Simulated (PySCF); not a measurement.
## Dipole response of S (sulfur, neutral)

[Ne] 3s2 3p4, high-spin 3P determinant. Computed with PySCF 2.14 in aug-cc-pwCVTZ (8s7p5d3f, 75 functions), with the non-relativistic Hamiltonian (point nucleus). Coupled (time-dependent) response in atomic units; α is the mean over directions.

```json
{"method": "UHF", "mean α (bohr³)": "18.93", "α xx, yy, zz": "17.83, 21.12, 17.83", "C₆ (like pair)": "129.6", "S(−4)": "96.12"}
{"method": "PBE", "mean α (bohr³)": "20.49", "α xx, yy, zz": "19.05, 23.38, 19.05", "C₆ (like pair)": "142.5", "S(−4)": "123.9"}
{"method": "PBE0", "mean α (bohr³)": "19.74", "α xx, yy, zz": "18.46, 22.32, 18.46", "C₆ (like pair)": "136.1", "S(−4)": "110.2"}
{"method": "BHandHLYP", "mean α (bohr³)": "19.40", "α xx, yy, zz": "18.19, 21.80, 18.19", "C₆ (like pair)": "133.0", "S(−4)": "105.1"}
{"method": "MN15", "mean α (bohr³)": "19.82", "α xx, yy, zz": "18.82, 21.82, 18.82", "C₆ (like pair)": "133.9", "S(−4)": "114.3"}
```

S(−4) is the Cauchy moment in α(ω) = α(0) + S(−4) ω² + …

Reference α: 19.4 ± 0.1 bohr³ (recommended; Schwerdtfeger and Nagle, table of static dipole polarizabilities (2023 update)). Published C₆: 134.0 (Chu and Dalgarno (2004); Tang, Norbeck and Certain (1976)).

α(iu) at PBE:

```csv
u (hartree),α(iu) (bohr³)
0,20.49
0.0500,20.19
0.100,19.35
0.200,16.74
0.300,13.87
0.500,9.244
0.750,5.777
1.00,3.861
1.50,2.043
2.00,1.265
3.00,0.6381
5.00,0.2756
```

The components differ because the open shell of this determinant is not spherical; for a pure term their mean is the scalar polarisability.
